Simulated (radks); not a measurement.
Initial-state core-level shifts of neutral lanthanum when its valence configuration changes from [Xe] 5d1 6s2. Method: scalar-relativistic Kohn-Sham, PBE, spin-polarised, spherical densities, finite nucleus; open shells are filled with parallel spins first (spin-orbit coupling, left out, can overturn this in heavy ions); Fermi nuclear charge, rms radius 4.855 fm; computed with a radial shooting solver on a logarithmic mesh with Libxc functionals. Shifts are changes of the shell-averaged eigenvalues in eV (positive: less bound); the change of the density at the nucleus, which sets a Mossbauer isomer shift, is in e/bohr^3, on a base of 3.648e+05.

valence              2s      3s      3p      4s  density at nucleus
6s2 6p1          -3.207  -3.182  -3.181  -3.140               +9.10
5d2 6p1          +0.839  +0.816  +0.816  +0.794              -33.76
4f0.5 5d1 6s1.5  +4.394  +4.937  +4.925  +4.612              -21.01
5d0.5 6s2 6p0.5  -1.587  -1.576  -1.575  -1.558               +4.42
5d3              +3.325  +3.298  +3.298  +3.271              -34.98
5d1 6s1 6p1      -0.945  -0.949  -0.949  -0.948              -14.20
4f1 6s2          +6.435  +7.438  +7.417  +6.904              -21.82
5d2 6s1          +1.906  +1.889  +1.889  +1.870              -18.23
